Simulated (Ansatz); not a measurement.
Relaxation of [ZnCl4]2- (ZnCl4²⁻) with RKS r2SCAN-D4/def2-SVPD.

```sh
$ ansatz run in.yaml --threads 2 --pin off --events-out ev --progress --plain --max-ram 4352MiB
```

```yaml
crystal:
  periodic: [false, false, false]
  atoms:
    - {symbol: Zn, position_ang: [-0.000260, -0.000540, -0.002370]}
    - {symbol: Cl, position_ang: [0.010380, -0.017730, 2.301260]}
    - {symbol: Cl, position_ang: [2.170730, 0.011350, -0.777820]}
    - {symbol: Cl, position_ang: [-1.094580, 1.887130, -0.744390]}
    - {symbol: Cl, position_ang: [-1.086260, -1.880210, -0.776680]}
basis:
  gaussian: {orbitals: def2-SVPD}
total_charge: -2
hamiltonian: {xc: r2scan, dispersion: d4}
scf: {lower_state_search: "off"}
output: {orbitals: {seedname: orbitals}}
relax: {f_tol: 0.02, max_steps: 100}
```

Run time 11 s (2 threads of Arm Neoverse V2 on a shared host).

Positions (Å) and forces (eV/Å) at steps 1, 2, 3 of 3:

```xyz
5
step=1 energy=-98493.3318 eV
Zn    0.000   -0.001   -0.002    0.004    0.001   -0.001
Cl    0.010   -0.018    2.301    0.002   -0.004    0.372
Cl    2.171    0.011   -0.778    0.334    0.001   -0.124
Cl   -1.095    1.887   -0.744   -0.171    0.293   -0.122
Cl   -1.086   -1.880   -0.777   -0.169   -0.291   -0.125
5
step=2 energy=-98493.3583 eV
Zn    0.000    0.000    0.000    0.002    0.000   -0.001
Cl    0.011   -0.019    2.332    0.001   -0.001    0.123
Cl    2.195    0.011   -0.788    0.112    0.001   -0.041
Cl   -1.108    1.908   -0.756   -0.058    0.099   -0.040
Cl   -1.099   -1.901   -0.787   -0.057   -0.099   -0.041
5
step=3 energy=-98493.3620 eV
Zn    0.000    0.000    0.000    0.001    0.000   -0.002
Cl    0.012   -0.019    2.347    0.000    0.000    0.005
Cl    2.209    0.012   -0.793    0.004    0.000   -0.001
Cl   -1.115    1.920   -0.761   -0.002    0.004   -0.001
Cl   -1.106   -1.912   -0.793   -0.002   -0.004   -0.001
```

A multiply charged anion in the gas phase is held together partly by the finite basis. The highest occupied level of the charge -2 singlet lies above zero (up to 1.03 eV). The electron is either unbound and held by the finite basis, or the level is raised by self-interaction error.
